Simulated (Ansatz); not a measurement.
`[F][GeH2][Br]` + H₂ → `[GeH3][Br]` + H–F at 700 K and 1 bar (hydrogenolysis of a Ge–F bond).

Program: Ansatz. Geometries: PBE0-D4/def2-TZVP. ΔE: electronic, gas phase. CBS: MP2 limit from def2 TZ/QZ plus the TZ coupled-cluster correction, frozen cores. This one scheme is used for every species. For Br, Ge outer-core shells are correlated without core-valence functions, which leaves a few kJ/mol of doubt a bond. Scalar relativity is left out up to krypton.

```json
{"species": "`[F][GeH2][Br]`", "CCSD(T)/CBS energy (Eh)": "-4750.49448", "H − E (kJ/mol)": "96.2", "S (J/(mol·K))": "372.7"}
{"species": "H₂", "CCSD(T)/CBS energy (Eh)": "-1.17544", "H − E (kJ/mol)": "46.8", "S (J/(mol·K))": "155.3"}
{"species": "`[GeH3][Br]`", "CCSD(T)/CBS energy (Eh)": "-4651.26096", "H − E (kJ/mol)": "104.1", "S (J/(mol·K))": "334.4"}
{"species": "H–F", "CCSD(T)/CBS energy (Eh)": "-100.39570", "H − E (kJ/mol)": "45.2", "S (J/(mol·K))": "198.5"}
```

H − E and S are ideal-gas, rigid-rotor, harmonic terms from PBE0-D4/def2-TZVP. The MP2-based limit puts H₂ 0.8 mEh under its directly extrapolated value; such offsets cancel only in part. 1 Eh = 2625.50 kJ/mol, R = 8.31446 J/(mol·K).

By hand: ΔE, ΔH, ΔS and ΔG.

ΔE = (-4651.26096) + (-100.39570) − (-4750.49448) − (-1.17544) = 0.01326 Eh = 34.8 kJ/mol. Δ(H − E) = 104.1 + 45.2 − 96.2 − 46.8 = 6.3, so ΔH = 41.1 kJ/mol. ΔS = 334.4 + 198.5 − 372.7 − 155.3 = 4.9 J/(mol·K). ΔG = 41.1 − 700 × (4.9)/1000 = 37.7 kJ/mol.

By hand: the equilibrium constant, and the temperature at which ΔG would vanish if ΔH and ΔS stayed fixed.

log₁₀ K = −ΔG/(RT ln 10) = -2.8. ΔG = 0 at ΔH/ΔS = 8388 K, far beyond where these terms or the molecules hold.

The number of gas molecules stays the same, so ΔS is small and ΔH decides. A doubt of 5 kJ/mol in ΔE shifts log₁₀ K by 0.4 here. These are equilibria of isolated gas molecules and say nothing of rates. Largest T1 diagnostic: 0.010 (customary marks: 0.02 for closed shells, 0.045 for open ones).
